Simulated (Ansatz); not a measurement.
Problem. Predict a relaxed structure of Cu₂Se⁺, charge 1, doublet, at r2SCAN-D4/def2-TZVP (Ansatz).

Solution. 
Cartesian coordinates in Å:
```
Cu -0.082 -1.294 0.688
Cu 0.482 0.389 -1.330
Se -0.400 0.904 0.643
```
Point group C2v (tolerance 0.1 Å). This is one stationary point.

The relaxation made no stability test and no search for a lower SCF solution. The structure comes from a short search, and lower isomers may exist.
